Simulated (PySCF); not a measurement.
H₈N₂Si₃.

```xyz
13

N      2.3435     0.0273     1.0419
Si     1.0728    -0.4269    -0.0538
Si    -1.0716    -0.8770     0.8396
N     -1.6927     0.2980    -0.3155
Si    -0.3754     1.0917    -1.1826
H      2.1558     0.7159     1.7648
H      3.2904     0.1308     0.6882
H      1.6309    -1.4795    -0.9529
H     -1.6665    -2.2411     0.6726
H     -1.2838    -0.4993     2.2752
H     -2.6794     0.5056    -0.4507
H     -0.2307     2.5490    -0.8563
H     -0.5344     1.0131    -2.6711
```

Geometry optimised at B3LYP-D3(BJ)/def2-SVP. This is a generated structure with no PubChem entry under its InChIKey; it may be hypothetical. Other conformers were not sampled.

These are PBE/pcSseg-1 (PySCF) values and carry that method's errors. Non-relativistic, no solvent.

Problem. Give the absolute GIAO shielding of each atom: isotropic value and principal components (ppm). (Estimate from the structure and the level; the computed values follow.)

Solution. 
```csv
atom,σ(iso),σ11,σ22,σ33,span
N1,254.2,222.7,244.6,295.3,72.6
Si2,347.7,261.0,370.3,411.8,150.8
Si3,348.5,248.2,332.9,464.6,216.5
N4,238.7,202.4,227.4,286.4,84.0
Si5,348.6,248.8,335.6,461.6,212.8
H6,31.3,23.4,29.2,41.2,17.8
H7,31.1,23.4,27.3,42.4,19.0
H8,25.5,22.2,24.7,29.5,7.2
H9,25.4,22.1,23.4,30.7,8.6
H10,25.4,22.3,23.5,30.3,7.9
H11,31.3,22.3,28.4,43.1,20.8
H12,25.6,22.4,23.7,30.5,8.1
H13,25.5,22.2,23.7,30.7,8.5
```
